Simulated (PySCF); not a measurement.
**Bonds of As to H, F, O, N**

CCSD(T) extrapolated to the basis-set limit (PySCF; AsF CCSD(T)/CBS(DT), AsH CCSD(T)/CBS(DT), AsN CCSD(T)/CBS(DT)+CV, AsO CCSD(T)/CBS(DT), F2 CCSD(T)/CBS(TQ)+CV+SR, H2 CCSD(T)/CBS(TQ)+SR, N2 CCSD(T)/CBS(TQ)+CV+SR, O2 CCSD(T)/CBS(TQ)+CV+SR; CV core-valence, SR scalar-relativistic term); no spin–orbit coupling. D0 is De less the harmonic zero-point energy.

| X | state of AsX | D0(AsX) (eV) | D0(X₂) (eV) |
| --- | --- | --- | --- |
| H | triplet (π ↑↑) | 2.74 | 4.48 |
| F | triplet (π ↑↑) | 4.08 | 1.62 |
| O | doublet (π ↑) | 4.79 | 5.09 |
| N | singlet (closed shell) | 4.84 | 9.74 |

Problem. Give the energy of As + X₂ → AsX + X at 0 K for each X.

Solution. H: 4.48 − 2.74 = +1.74 eV; F: 1.62 − 4.08 = -2.46 eV; O: 5.09 − 4.79 = +0.30 eV; N: 9.74 − 4.84 = +4.90 eV (composite CCSD(T); negative means exothermic).

Problem. Does an atom of N displace F from AsF?

Solution. AsF + N → AsN + F has ΔE = 4.08 − 4.84 = -0.76 eV at composite CCSD(T), so it is downhill.

Gas-phase diatomics only hint at surface chemistry, where an atom holds several bonds.

Correlated steps freeze the inner cores (0 to 5 orbitals); shallow outer-core shells are correlated. Spin–orbit coupling is left out. Where the molecule has an RHF reference, its open-shell atoms are computed with UHF. States were picked by a PBE0 search and need not be the measured ground states.
